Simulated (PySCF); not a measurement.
Single conformer, gas phase, non-relativistic Hamiltonian, averaged over atoms made equivalent by symmetry, fast rotation or ring inversion. Coordinates at the PBE0-D3(BJ)/def2-SVP level; PBE0/pcSseg-1 with gauge-including orbitals; PySCF.

Chemical shifts δ = σref − σ; TMS for 1H and 13C, all at this level. Carbons bonded to boron are broad in practice. Shifts are as computed. Against solution values, carbons near 30 ppm lie about +2 ppm off and those near 130 ppm about +5 ppm. Of 1313 compounds with measured shifts, 239 miss one by over three times the rms of a fit or turn the order of signals round; such compounds aren't used in these exercises.

Q: Order these molecules by the shift of their most shielded carbon-bound hydrogen, lowest δ first.
A. CC(=O)O[SiH2]C=O
B. C=C/C=C\B1OCCCO1
C. C#C[C@H](C)B1OCCCO1

A: C (1.03 ppm, hydrogen on a methyl carbon), B (1.68 ppm, hydrogen on an sp3 CH2 in a ring), A (2.21 ppm, hydrogen on a methyl carbon α to a carbonyl).

Q: Order these molecules by the shift of their most deshielded carbon, lowest δ first.
A. C=C/C=C/B1OCCCO1
B. C#C[C@H](C)B1OCCCO1
C. CC(=O)O[SiH2]C=O

A: B (90.5 ppm, alkyne carbon), A (157.3 ppm, alkene CH), C (245.4 ppm, carbonyl carbon).

Q: How many 13C and 1H signals does each give (equivalence by symmetry and fast rotation, but not about amide C–N or C=N bonds)? `C#C[C@H](C)B1OCCCO1`, `CC(=O)O[SiH2]C=O`, `C=C/C=C/B1OCCCO1`, `C=C/C=C\B1OCCCO1`

A: C#C[C@H](C)B1OCCCO1: 6 C, 6 H; CC(=O)O[SiH2]C=O: 3 C, 3 H; C=C/C=C/B1OCCCO1: 6 C, 7 H; C=C/C=C\B1OCCCO1: 6 C, 7 H.
